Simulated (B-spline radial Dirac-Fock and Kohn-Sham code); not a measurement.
The computed values come from a B-spline atomic structure program: Dirac-Fock energy differences between relaxed states, corrected for Breit and QED terms. Free neutral atoms.

Question: Order these X-ray lines by photon energy, lowest first.
A. V Kα2
B. Os Lβ7
C. Co Kβ3
D. I Lβ7
E. Zn Kβ3
F. Tl Lα1

Answer: D (4543.8 eV), A (4943.8 eV), C (7644.8 eV), E (9566.5 eV), F (10266.8 eV), B (10779.5 eV).
